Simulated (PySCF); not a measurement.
A side-by-side comparison of computed properties.

First species: C₃H₁₀O₂SSi₂.
Numbering: `[CH2:1]=[CH:2][O:3][Si@:4]([OH:5])([SiH3:6])[S:7][CH3:8]` (hydrogens: H9, H10 on C1; H11 on C2; H12 on O5; H13, H14, H15 on Si6; H16, H17, H18 on C8)

Second species: C₄H₇F₃SSi.
SMILES with atom numbers: `[CH3:1][S:2]/[C:3](=[CH:4]/[CH:5]([F:6])[F:7])[SiH2:8][F:9]` (hydrogens: H10, H11, H12 on C1; H13 on C4; H14 on C5; H15, H16 on Si8)

Levels: PBE0/pcSseg-1 for dipole moment, HOMO energy, LUMO energy and HOMO–LUMO gap; GFN2-xTB for rotational constant A and rotational constant C. Geometries: GFN2-xTB. Each structure is a single optimised conformer of the isolated species, non-relativistic unless stated. Electronic properties by PySCF.

The conformers computed, where there is a choice (atom-mapped SMILES and torsion angles):
- `[CH2:1]=[CH:2][O:3][Si@:4]([OH:5])([SiH3:6])[S:7][CH3:8]`: C1–C2–O3–Si4 -7°, C2–O3–Si4–O5 71°, O3–Si4–S7–C8 -173°, H–O5–Si4–O3 49°
- `[CH3:1][S:2]/[C:3](=[CH:4]/[CH:5]([F:6])[F:7])[SiH2:8][F:9]`: C1–S2–C3–C4 -1°, C3–C4–C5–F6 170°, S2–C3–Si8–F9 132°

Values for the first species:

```
Dipole moment         : 1.38 D
HOMO energy           : -6.86 eV
LUMO energy           : -0.23 eV
HOMO–LUMO gap         : 6.63 eV
Rotational constant A : 1.618 GHz
Rotational constant C : 0.700 GHz
```

Estimate the same properties for the second species, and the change in each.

```
             property      first     second  second less first
        dipole moment     1.38 D     2.98 D            +1.60 D
          HOMO energy   -6.86 eV   -6.85 eV           +0.01 eV
          LUMO energy   -0.23 eV   -1.35 eV           -1.12 eV
        HOMO–LUMO gap    6.63 eV    5.50 eV           -1.13 eV
rotational constant A  1.618 GHz  1.223 GHz         -0.395 GHz
rotational constant C  0.700 GHz  0.560 GHz         -0.140 GHz
```

On the first: The dipole equals about 4.6 × 10⁻³⁰ C·m (1 D = 3.33564 × 10⁻³⁰ C·m).

On the second: In atomic units the dipole is 1.17 e·bohr (1 au = 2.5417 D).
